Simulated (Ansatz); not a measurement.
```yaml
atoms:
  - { symbol: Li, position_ang: [0.0000, 0.0000, -1.0570] }
  - { symbol: F, position_ang: [0.0000, 0.0000, 0.3523] }
```

Basis set: cc-pVDZ (spherical functions). Correlated methods keep 1 orbital frozen. Charge 0, multiplicity 1.

Computed with Ansatz (development build ahead of 0.2.0); each method stands on the lowest determinant of its kind that the runs found. Restricted open shells among the atoms or ions are ROHF, correlated in semicanonical orbitals with singles.

Task: Give the atomization energy at this shape (free ground-state atoms in the same class of orbitals less the molecule, no zero-point energy) of singlet LiF by RHF-MP2, RHF.

Result:

| method | atomization energy |
| --- | --- |
| RHF-MP2 | 118.86 kcal/mol |
| RHF | 80.14 kcal/mol |

Caution: the shape is not the minimum.
